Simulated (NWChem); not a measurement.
C$_{2}$H$_{4}$BNO$_{2}$; SMILES N#COB(C)O

```xyz
10

C      0.6741     2.1949     0.0009
B     -0.0554     0.8217     0.0007
O     -1.3876     0.6764     0.0004
O      0.7768    -0.3396     0.0004
C      0.2454    -1.5042    -0.0002
N     -0.2523    -2.5541    -0.0008
H     -0.0316     3.0355     0.0062
H      1.3346     2.2770     0.8793
H      1.3254     2.2812    -0.8839
H     -1.7117    -0.2358    -0.0001
```
Atoms are numbered in this order, from 1.

Level: PBE0/def2-SVP (NWChem), optimised geometry, unscaled harmonic frequencies. 

| frequency (cm⁻¹) | IR intensity (km/mol) |
|---|---|
| 54 | 0.3 |
| 107 | 4.1 |
| 128 | 7.7 |
| 306 | 1.2 |
| 452 | 12.0 |
| 455 | 3.9 |
| 533 | 0.3 |
| 587 | 12.6 |
| 643 | 140.6 |
| 781 | 17.3 |
| 855 | 5.9 |
| 895 | 29.5 |
| 987 | 75.4 |
| 1167 | 94.6 |
| 1254 | 312.2 |
| 1333 | 307.4 |
| 1414 | 75.6 |
| 1432 | 6.6 |
| 1492 | 202.3 |
| 2428 | 203.8 |
| 3068 | 0.5 |
| 3151 | 0.8 |
| 3195 | 2.4 |
| 3822 | 102.4 |

The zero-point energy comes out as 43.6 kcal/mol. The thermal correction to the enthalpy at 298.15 K (with zero-point energy) is 48.5 kcal/mol and the heat capacity Cv is 22.3 cal/(mol K). The entropy at 298.15 K and 1 atm (symmetry number 1) comes out as 81.8 cal/(mol K) and the dipole moment is 2.80 D.

Rigid rotor and harmonic oscillator; modes under 100 cm⁻¹ make the entropy uncertain.
